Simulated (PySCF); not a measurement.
## ORD: `C[C@@H]1[C@@H](O)C[Si@]1(C)F`, C5H11FOSi

Geometry:
```tsv
atom	x (Å)	y (Å)	z (Å)
C1	-1.220	0.202	1.813
C2	-0.581	0.436	0.452
C3	-1.263	-0.306	-0.732
O4	-2.009	0.521	-1.589
C5	-0.024	-0.868	-1.459
Si6	1.085	-0.399	0.012
C7	2.732	0.509	-0.142
F8	1.349	-1.687	0.976
H9	-1.194	-0.854	2.068
H10	-0.686	0.752	2.585
H11	-2.260	0.531	1.818
H12	-0.585	1.507	0.234
H13	-1.891	-1.122	-0.347
H14	-2.716	0.935	-1.083
H15	-0.120	-1.914	-1.737
H16	0.149	-0.297	-2.368
H17	3.101	0.799	0.837
H18	2.648	1.403	-0.750
H19	3.475	-0.138	-0.596
```

Computed with PySCF, TDDFT PBE0/def2-SVPD circular dichroism and optical rotation, one conformer, gas phase. Geometry: GFN2-xTB.

The molecule is flexible and this is one conformer; a measurement averages over conformers. States above about 7.4 eV (minus the energy of the highest occupied orbital) lie near or above the ionisation threshold and depend on the basis.

Stereocentres: C2 R, C3 S, Si6 S.

(1) Give the optical rotatory dispersion at 633, 589.3, 546, 436, 405, 365, 355 nm.

(2) And for the mirror image at 589.3 nm?

(3) What is the molar rotation [Φ] = [α]·M/100 of the geometry above at 589.3 nm?

Answers

(1) [α] in deg dm⁻¹ (g/mL)⁻¹:
| λ (nm) | origin-invariant length gauge | modified velocity gauge | length gauge (centre of mass) | isotropic polarisability (au) |
| --- | --- | --- | --- | --- |
| 633 | -31.4 | -35.0 | -31.1 | 89.0 |
| 589.3 | -37.2 | -41.4 | -36.8 | 89.3 |
| 546 | -44.8 | -49.9 | -44.3 | 89.6 |
| 436 | -80.7 | -89.8 | -79.8 | 91.2 |
| 405 | -99.7 | -111.0 | -98.6 | 91.9 |
| 365 | -137.3 | -152.9 | -136.0 | 93.1 |
| 355 | -150.4 | -167.5 | -149.0 | 93.5 |

(2) +37.2 deg dm⁻¹ (g/mL)⁻¹ (origin-invariant length gauge): the same size and the opposite sign.

(3) With M = 134.22 g/mol, -50.0 deg cm² dmol⁻¹ (origin-invariant length gauge).

The first excitation lies at 6.56 eV (189 nm) with R = -7.2 × 10⁻⁴⁰ esu² cm² (velocity form).
